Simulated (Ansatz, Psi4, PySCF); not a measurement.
HAl, singlet, geometry from GFN2-xTB (such geometries of metal compounds can be far from the true shape). Base run: PySCF with CAMB3LYP/def2-TZVP.

Here is a job for PySCF.
```python
from pyscf import gto, scf, dft

mol = gto.Mole()
mol.atom = '''
    Al   -0.000000   -0.000000   -0.115220
    H     0.000000    0.000000    1.497855
'''
mol.basis = 'def2-tzvp'
mol.charge = 0
mol.spin = 0
mol.verbose = 4
mol.build()

mf = dft.RKS(mol)
mf.xc = 'camb3lyp'
mf.kernel()
```

The same geometry, method and basis name were run in Ansatz (a first-principles code) and Psi4 and PySCF, at each program's defaults and at the settings that a row names. The base is PySCF at its defaults. Differences at the defaults can come from grids, fitting, cores and function types together.

```
code and settings                                                                             ΔE vs base (mEh)  basis functions      E (Eh)  SCF cycles  dipole (D)
--------------------------------------------------------------------------------------------  ----------------  ---------------  ----------  ----------  ----------
PySCF, defaults (exact integrals, its default grid, spherical functions)                                 0.000               43  -242.98246           7        0.01
Psi4, defaults (density fitting with its default set, its default grid, spherical functions)            -0.019               43  -242.98248           6        0.01
Ansatz, defaults (factorised integrals, its default grid, spherical functions)                           0.003               43  -242.98246           -           -
PySCF, density fitting with def2-universal-jkfit                                                        -0.019               43  -242.98248           7        0.01
PySCF, fine grid                                                                                         0.000               43  -242.98246           7        0.01
Psi4, exact integrals, spherical functions, fine grid                                                    0.000               43  -242.98246           9        0.01
Ansatz, high accuracy                                                                                    0.000               43  -242.98246           -           -
```
